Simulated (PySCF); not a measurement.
Species: 3-aminophenol, C6H7NO.
SMILES with atom numbers: `[NH2:1][c:2]1[cH:3][cH:4][cH:5][c:6]([OH:7])[cH:8]1` (hydrogens: H9, H10 on N1; H11 on C3; H12 on C4; H13 on C5; H14 on O7; H15 on C8)

The same species was optimised twice, with GFN2-xTB and with PBE0-D3(BJ)/def2-SVP (PySCF), and the same property calculations (PySCF, gas phase) were run on both structures.

```csv
coordinate,GFN2-xTB,PBE0-D3(BJ)/def2-SVP,change
C6–O7 (Å),1.364,1.351,-0.013
C2–C3 (Å),1.397,1.408,+0.011
C2–C8 (Å),1.392,1.402,+0.010
C3–C4 (Å),1.379,1.389,+0.010
C5–C6 (Å),1.390,1.399,+0.009
C4–C5 (Å),1.384,1.393,+0.009
C6–C8 (Å),1.387,1.395,+0.008
N1–C2 (Å),1.380,1.379,-0.001
O7–C6–C8 (°),117.9,117.3,-0.6
C4–C5–C6 (°),119.4,118.7,-0.7
C3–C4–C5 (°),120.8,121.4,+0.6
C5–C6–O7 (°),121.9,122.2,+0.3
C5–C6–C8 (°),120.2,120.5,+0.3
C3–C2–C8 (°),119.1,118.8,-0.3
C2–C3–C4 (°),120.1,119.9,-0.2
N1–C2–C8 (°),120.3,120.5,+0.2
```

Rotational constants: A = 3791, B = 1841, C = 1240 MHz (GFN2-xTB) against A = 3749, B = 1833, C = 1232 MHz (PBE0-D3(BJ)/def2-SVP).

On the GFN2-xTB structure: HOMO (eV) -5.84 [PBE0/pcSseg-1]; LUMO (eV) 0.20 [PBE0/pcSseg-1]; dipole (D) 1.18 [PBE0/pcSseg-1]; GIAO shielding of N1 (ppm) 190.4 [PBE0/pcSseg-1]; GIAO shielding of C2 (ppm) 33.0 [PBE0/pcSseg-1]; GIAO shielding of C3 (ppm) 78.1 [PBE0/pcSseg-1]; GIAO shielding of C4 (ppm) 51.2 [PBE0/pcSseg-1]; GIAO shielding of C5 (ppm) 80.6 [PBE0/pcSseg-1]; GIAO shielding of C6 (ppm) 21.8 [PBE0/pcSseg-1]; GIAO shielding of O7 (ppm) 210.1 [PBE0/pcSseg-1]; GIAO shielding of C8 (ppm) 84.7 [PBE0/pcSseg-1].

Problem. What do these properties become on the PBE0-D3(BJ)/def2-SVP structure?

Solution. 
```csv
property,level,on GFN2-xTB,on PBE0-D3(BJ)/def2-SVP,change
HOMO (eV),PBE0/pcSseg-1,-5.84,-5.82,+0.02
LUMO (eV),PBE0/pcSseg-1,0.20,0.17,-0.03
dipole (D),PBE0/pcSseg-1,1.18,1.17,-0.01
"energy, GFN2-xTB geometry as zero (kcal/mol)",PBE0/pcSseg-1,0.0,-0.2,-0.2
GIAO shielding of N1 (ppm),PBE0/pcSseg-1,190.4,188.8,-1.6
GIAO shielding of C2 (ppm),PBE0/pcSseg-1,33.0,30.9,-2.1
GIAO shielding of C3 (ppm),PBE0/pcSseg-1,78.1,76.0,-2.1
GIAO shielding of C4 (ppm),PBE0/pcSseg-1,51.2,48.7,-2.5
GIAO shielding of C5 (ppm),PBE0/pcSseg-1,80.6,79.4,-1.2
GIAO shielding of C6 (ppm),PBE0/pcSseg-1,21.8,20.9,-0.9
GIAO shielding of O7 (ppm),PBE0/pcSseg-1,210.1,210.2,+0.1
GIAO shielding of C8 (ppm),PBE0/pcSseg-1,84.7,82.6,-2.1
```

The heavy atoms differ by 0.012 Å rms after alignment. Among bonds between heavy atoms C6–O7 changes most (-0.013 Å). Changes are differences of the printed values. Neither structure is proved a minimum here.

Conformer computed: `[NH2:1][c:2]1[cH:3][cH:4][cH:5][c:6]([OH:7])[cH:8]1`: H–N1–C2–C3 22°, H–N1–C2–C3 161°, H–O7–C6–C5 0°.
